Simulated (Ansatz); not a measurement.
Isomers of Pb2S⁺ (doublet), relaxed with PBE-D4/def2-TZVP; total energies from Ansatz at r2SCAN0-D4/def2-TZVP.

```csv
isomer,description,energy (Eh)
A,point group C2v; 2 × Pb–S 2.52 Å,-783.82713
B,point group D∞h; 2 × Pb–S 2.46 Å,-783.80846
```

In the def2 sets Pb takes a core potential; there is no spin–orbit coupling.

The isomers come from a short search, and lower ones may exist.

**Question.** Work out the relative energies (1 Eh = 2625.5 kJ/mol) and the Boltzmann populations at 1200 K from electronic energies alone (R = 8.314 J/mol/K).

**Answer.** ΔE: A 0.0, B 49.0 kJ/mol. RT = 9.98 kJ/mol. Factors exp(−ΔE/RT): A 1, B 0.00737; sum 1.007. Populations: A 99.3 %, B 0.7 %. Zero-point energy, vibrational entropy and symmetry numbers are left out and can shift these; an error of 4 kJ/mol changes a ratio by a factor of 1.5. Over the other density-functional and correlated levels in def2 sets, the gap between A and B ranges from 40 to 57 kJ/mol.
